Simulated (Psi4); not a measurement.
C2H6BCl, singlet, geometry from GFN2-xTB. Base run: CCSD(T)/cc-pVDZ run with Psi4.

Here is a job for Psi4.
```
memory 2 GB

molecule {
0 1
B    -0.34120890   -0.05494083    0.06922011
Cl    1.31737130    0.21165698   -0.26623350
C    -0.74028388   -0.96938481    1.29424209
H    -1.68279411   -1.48857700    1.13714408
H    -0.87759584   -0.34579220    2.17868489
H     0.01858700   -1.70493447    1.55021912
C    -1.42962140    0.62064599   -0.85556640
H    -2.36100976    0.81692129   -0.32998274
H    -1.67554314   -0.05597241   -1.67503497
H    -1.09148008    1.54732316   -1.31321576
}

set {
  basis cc-pvdz
  freeze_core true
}

energy('ccsd(t)')
print_variables()
```

Variants of this job, named by their change:

```json
[
 {"change": "base", "ΔE vs base (mEh)": "0.000", "MP2 correlation (Eh)": "-0.50776", "basis functions": "90", "core-seconds (rough)": "20"},
 {"change": "method = mp2", "ΔE vs base (mEh)": "67.370", "MP2 correlation (Eh)": "-0.50760", "basis functions": "90", "core-seconds (rough)": "2"},
 {"change": "method = dlpno-mp2", "ΔE vs base (mEh)": "67.438", "MP2 correlation (Eh)": "-0.50753", "basis functions": "90", "core-seconds (rough)": "2"},
 {"change": "method = qcisd(t)", "ΔE vs base (mEh)": "-0.295", "MP2 correlation (Eh)": "-0.50776", "basis functions": "90", "core-seconds (rough)": "20"},
 {"change": "method = mp4", "ΔE vs base (mEh)": "1.541", "MP2 correlation (Eh)": "-0.50776", "basis functions": "90", "core-seconds (rough)": "10"},
 {"change": "method = mp3", "ΔE vs base (mEh)": "19.619", "MP2 correlation (Eh)": "-0.50760", "basis functions": "90", "core-seconds (rough)": "2"},
 {"change": "method = fno-ccsd(t)", "ΔE vs base (mEh)": "0.000", "MP2 correlation (Eh)": "-0.50776", "basis functions": "90", "core-seconds (rough)": "20"},
 {"change": "method = ccsd", "ΔE vs base (mEh)": "14.993", "MP2 correlation (Eh)": "-0.50776", "basis functions": "90", "core-seconds (rough)": "20"}
]
```
